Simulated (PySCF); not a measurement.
**Distorted geometries of [Pb(OH)3]+**

[Pb(OH)3]+ (singlet). PySCF 2.14.0, RKS r2SCAN, Pb def2-SVP with ECP60, O def2-SVP, H def2-SVP; non-relativistic Hamiltonian with scalar-relativistic core potentials where named; density fitting; no spin-orbit coupling. Relaxed geometry:

```xyz
7

Pb    0.5753   -0.0179    0.0891
O    -0.3150    0.0281    1.9363
H    -1.2907    0.0467    1.8528
O    -0.2053   -0.0207   -1.8247
H    -1.1841   -0.0047   -1.8182
O     2.6114   -0.0466    0.1712
H     2.9814   -0.0732   -0.7355
```

**Question.** Order these distorted geometries by energy above the relaxed one, lowest first.
A.
```xyz
7

Pb    0.5983   -0.0297   -0.0029
O    -0.3441    0.1179    1.9647
H    -1.2646    0.0831    1.8343
O    -0.2159   -0.0714   -1.8087
H    -1.1964   -0.0284   -1.8123
O     2.7079   -0.0583    0.2262
H     2.8877   -0.1013   -0.7303
```
B.
```xyz
7

Pb    0.4525    0.0988    0.0880
O    -0.3127   -0.0158    1.8589
H    -1.2307   -0.0179    1.8125
O    -0.1738   -0.0925   -1.9325
H    -1.2172    0.0211   -1.7525
O     2.6042    0.0478    0.2426
H     3.0507   -0.1297   -0.6459
```
C.
```xyz
7

Pb    0.5171   -0.0167    0.1182
O    -0.2450    0.0030    1.9813
H    -1.2848    0.0916    1.8463
O    -0.0594   -0.0522   -1.8009
H    -1.2524   -0.0935   -1.9142
O     2.5668    0.0279    0.1918
H     2.9306   -0.0482   -0.7514
```

**Answer.** A (0.43 eV), B (0.69 eV), C (0.96 eV).

**Question.** Which forces (eV/Å) act in the one that lies 0.96 eV up?

**Answer.** 
```
Pb   1.26  0.03  0.39
O   -3.26  0.28  0.11
H    2.62 -0.25  0.72
O   -5.64 -0.21 -1.66
H    5.18  0.18  0.45
O    0.35 -0.16 -1.41
H   -0.50  0.13  1.40
```
Forces carry noise of the integration grid, about 0.01 to 0.03 eV/Å.

No frequency check is given that shows the relaxed geometry to be a minimum.
